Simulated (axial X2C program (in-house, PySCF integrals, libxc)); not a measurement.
Curves of FNdF⁺ from open-shell CI on f3 s0 d(πδ)0

Calculated with an in-house all-electron X2C program for linear molecules (integrals from PySCF): two-component X2C with atomic mean-field Coulomb and Gaunt terms, basis F dyall-v3z, Nd dyall-v3z (cores contracted in-house). Orbitals come from Hartree–Fock averaged over the configuration Nd f3 s0 d(πδ)0; CI then distributes these electrons over the f, s, d(πδ) shells of Nd.

Scan along the symmetric stretch (R is each bond); masses F 18.998 u, Nd 141.908 u, F 18.998 u. Energies in cm⁻¹ from the lowest point; levels are followed by energy order within each Ω. Lowest level at 2.050 Å: 100% f3.

```
R (Å)  (1)Ω=9/2  (1)Ω=5/2  (1)Ω=3/2  (1)Ω=7/2  (1)Ω=11/2  (1)Ω=1/2  (2)Ω=5/2
1.906      4339      6187      6237      6940       6171      7032      8332
1.978       825      2397      2477      2994       2658      3103      4456
2.050         0      1350      1446      1795       1823      1940      3350
2.132      1494      2650      2757      2951       3312      3140      4607
2.214      4853      5858      5970      6050       6667      6274      7785
2.306     10127     11000     11111     11104      11936     11352     12902
2.419     17945     18692     18800     18726      19749     18987     20574
```

Q: Fit the curves (1)Ω=9/2, (1)Ω=5/2, (1)Ω=3/2, (1)Ω=7/2, (1)Ω=11/2, (1)Ω=1/2, (2)Ω=5/2 near their minima.

A: From the open-shell CI curves, Te from the lowest:

```tsv
level	Te (cm⁻¹)	Re (Å)	ωe (cm⁻¹)
(1)Ω=9/2	0	2.040	598.9
(1)Ω=5/2	1368	2.047	597.8
(1)Ω=3/2	1464	2.046	597.3
(1)Ω=7/2	1815	2.052	595.3
(1)Ω=11/2	1825	2.040	599.2
(1)Ω=1/2	1960	2.050	597.3
(2)Ω=5/2	3370	2.049	598.4
```

Without dynamic correlation distances can be off by several hundredths of an Å (long for ionic bonds, short for multiple bonds) and the wavenumbers are rough.

The 7 lowest curves are shown; the next is (2)Ω=9/2, from 3360 cm⁻¹.

There is no dynamic correlation: spin–orbit spacings and, for f shells, spacings inside one term are the most reliable numbers, splittings between terms come out too wide, and energies between configurations are not reliable, so the lowest level need not be the ground state of the molecule. At most 4 roots were kept for each Ω > 0 (twice that for Ω = 0) within 2.2 eV of the lowest, so higher up levels can be missing between those listed; levels with Ω > 0 are doubly degenerate and listed once, Ω = 0 levels singly. States that fill the shells left empty in the average are placed too high. The molecule was held linear; bending was not examined.
